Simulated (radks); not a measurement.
Q: Mg2+, 10 electrons, occupied as [He] 2s2 2p5 3s1 (not the ground configuration). Method: scalar-relativistic Kohn-Sham, BLYP, spin-polarised, spherical densities, point nucleus; open shells are filled with parallel spins first; computed with a radial shooting solver on a logarithmic mesh with Libxc functionals. Some entries of the table are withheld. Estimate them.

orbital,occ.,eigenvalue (eV),r(max) (bohr)
1s up,1,(1),(2)
1s down,1,(3),(4)
2s up,1,-116.7928,0.5366
2s down,1,-113.9659,0.5388
2p up,3,-84.2419,0.4622
2p down,2,-81.2306,0.4653
3s up,1,-23.4802,1.989
3p up,0,-17.4713,(5)

A: 
(1) 1s up eigenvalue (eV): -1304.868
(2) 1s up r(max) (bohr): 0.08507
(3) 1s down eigenvalue (eV): -1303.453
(4) 1s down r(max) (bohr): 0.08504
(5) 3p up r(max) (bohr): 2.227
